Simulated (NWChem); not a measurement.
Molecule: CH5ClOSi; SMILES C(O)[SiH2]Cl

```xyz
9

O      0.9245    -2.0191     0.2327
C     -0.1680    -1.4998    -0.5279
Si    -0.8520     0.1363     0.1589
Cl     0.5258     1.6795    -0.0549
H      0.5949    -2.2490     1.1152
H     -0.9906    -2.2315    -0.6216
H      0.2173    -1.3422    -1.5411
H     -2.0957     0.5360    -0.5509
H     -1.1242    -0.0206     1.6118
```
Atoms are numbered in this order, from 1.

All runs: NWChem. Pople sets run with spherical d functions. The geometry was optimised at B3LYP/6-31G* (spherical d). Ions are spin-unrestricted doublets at the neutral geometry; other ion states weren't tried.

Question: What does the run give for LRC-wPBEh/6-31G*? Quantities: vertical ionisation energy, ΔSCF (eV); −ε(HOMO) (eV).

Answer: 
* **vertical ionisation energy, ΔSCF (eV)**: 9.99
* **−ε(HOMO) (eV)**: 9.37
